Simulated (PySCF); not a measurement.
# Electrostatic potential from atomic charges

Species: `C#C/C=C/[Si@H](N)F`. Coordinates (GFN2-xTB, Å) and charges (e) from the PBE0/pcSseg-1 density (PySCF):

```tsv
atom	x	y	z	Mulliken	IAO	Hirshfeld	ESP-fitted
C1	3.537	0.778	-0.175	-0.3177	-0.2219	-0.0983	-0.4332
C2	2.416	0.397	0.029	+0.2863	-0.0233	-0.0404	+0.0499
C3	1.103	-0.054	0.267	-0.1936	-0.1290	-0.0213	+0.0112
C4	0.018	0.714	0.126	-0.4017	-0.4447	-0.1301	-0.4854
Si5	-1.729	0.136	0.463	+1.1051	+1.2894	+0.4546	+0.9613
N6	-1.914	-1.450	-0.159	-0.6383	-0.8441	-0.3122	-1.0926
F7	-2.700	1.223	-0.256	-0.4324	-0.5502	-0.2242	-0.3654
H8	4.517	1.110	-0.351	+0.0511	+0.2063	+0.0955	+0.3154
H9	1.014	-1.088	0.578	+0.1354	+0.1690	+0.0587	+0.1335
H10	0.163	1.743	-0.181	+0.1379	+0.1698	+0.0505	+0.2226
H11	-2.173	0.134	1.847	-0.1343	-0.1611	-0.0793	-0.1467
H12	-2.799	-1.921	-0.070	+0.2013	+0.2700	+0.1252	+0.4166
H13	-1.458	-1.723	-1.013	+0.2008	+0.2698	+0.1211	+0.4127
```

Points outside the species (Å): A (0.5, 6.7, -0.2); B (-0.8, 5.0, 2.2); C (6.4, 1.4, -4.0).

Question: Find the potential V = 14.3996 V·Å × Σ q/r of each set of charges at these points.

Answer: In volts:

```
point  nearest atom  distance (Å)  Mulliken     IAO  Hirshfeld  ESP-fitted
    A           H10          4.97    -0.072  -0.094     -0.060      -0.062
    B           H10          4.15    +0.005  -0.068     -0.069      -0.078
    C            H8          4.12    -0.160  +0.044     +0.021      +0.069
```

Question: How far are the other sets from the ESP-fitted one at these points?

Answer: Root-mean-square difference: IAO 0.024 V, Hirshfeld 0.028 V, Mulliken 0.141 V. The ESP scheme is a least-squares fit of atom-centred charges to the potential on four shells outside the van der Waals surface, with the total charge fixed.

Question: What energy would a point charge of +3 e have at B in the field of the ESP charges, leaving out polarisation?

Answer: -0.233 eV = -22.4 kJ/mol, an attraction.

The structure is a single GFN2-xTB conformer in the gas phase; no vibrational or solvent corrections.

The values belong to the conformer `[CH:1]#[C:2]/[CH:3]=[CH:4]/[Si@H:5]([NH2:6])[F:7]`: C3–C4–Si5–N6 -42°, H–N6–Si5–C4 180°, H–N6–Si5–C4 -36°.
